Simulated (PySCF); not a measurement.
SiCl4.
Numbering: `[Cl:1][Si:2]([Cl:3])([Cl:4])[Cl:5]`

All values: wB97X-D/pcSseg-2 (PySCF, non-relativistic), on one gas-phase PBE0-D3(BJ)/def2-TZVP geometry that isn't relaxed in the solvent. The solvent is an IEF-PCM continuum (van der Waals radii × 1.2). The model holds no explicit solvent molecules, cavitation or dispersion.

Gas phase at wB97X-D/pcSseg-2: HOMO -11.54 eV, LUMO 1.08 eV, dipole 0.00 D.

Question: What does the continuum do to the energy, the frontier levels and the dipole at wB97X-D/pcSseg-2 in chloroform?

Answer: 
```
   solvent      ε  E(solvent) − E(gas) (kJ/mol)  polarisation term (kJ/mol)  distortion of the solute (kJ/mol)  HOMO (eV)  LUMO (eV)  dipole (D)
chloroform  4.711                         -2.10                       -2.14                               0.04     -11.44       1.19        0.00
```

Polarisation term: ½ Σ q·V over the induced surface charges. Distortion: the rise of the solute's own energy as its density leaves the gas-phase optimum. Charge and dipole vanish, so a point-dipole model would give no lowering at all.

The pairwise dispersion term of wB97X-D wasn't added to the energies; at a given geometry it leaves orbitals and properties as they are.
